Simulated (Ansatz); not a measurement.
Consider the formal exchange of groups at the In–C bond: `[CH3][In]([CH3])[F]` + `Fc1c(F)c(F)c(Cl)c(F)c1F` → `[CH3][In]([F])[Cl]` + `Cc1c(F)c(F)c(F)c(F)c1F`.

Isolated molecules relaxed with PBE0-D4/def2-TZVP in Ansatz; ΔE leaves out vibrations. CCSD(T)/CBS adds triple-zeta CCSD(T) − MP2 to the extrapolated MP2 energy (def2 sets, frozen cores). Functionals use def2-TZVPP. B3LYP here is the variant with VWN-RPA as its local correlation; programs differ in this. HSE06 is defined as in plane-wave codes. Elements past krypton have def2 core potentials. For In outer-core shells are correlated without core-valence functions, which leaves a few kJ/mol of doubt a bond.

```
             level  ΔE (kJ/mol)  difference from CCSD(T)/CBS
            PBE-D4       -173.5                         13.9
            B97M-V       -192.8                         -5.4
        r2SCAN0-D4       -191.7                         -4.3
            B2PLYP       -186.7                          0.7
               PBE       -173.9                         13.5
            revPBE       -174.0                         13.4
            r2SCAN       -185.4                          2.0
             B3LYP       -186.1                          1.3
             HSE06       -184.5                          2.9
RPA@PBE/def2-TZVPP       -177.1                         10.3
      MP2/def2-SVP       -206.7                        -19.3
SCS-MP2/def2-TZVPP       -184.3                          3.1
   CCSD/def2-TZVPP       -188.8                         -1.4
    MP2/def2-QZVPP       -183.4                          4.0
     MP2/CBS(def2)       -184.7                          2.7
    CCSD/CBS(def2)       -192.0                         -4.6
       CCSD(T)/CBS       -187.4                            0
```

Largest T1 diagnostic among the species: 0.014.

From r2SCAN to r2SCAN0 (25 % exact exchange), in def2-TZVPP and without D4, ΔE moves by −6.3 kJ/mol. In def2-TZVPP, CCSD(T) changes the Hartree–Fock value by +35.9 kJ/mol (the triples alone add +4.6 kJ/mol) and MP2 by +38.6 kJ/mol. Leaving LDA and LC-ωPBE aside and taking each functional with its dispersion term where it has one, the values, not all of them listed here, spread over 26.0 kJ/mol, from BHLYP-D4 to revPBE-D4. LDA lies +3.7 kJ/mol from PBE without D4.
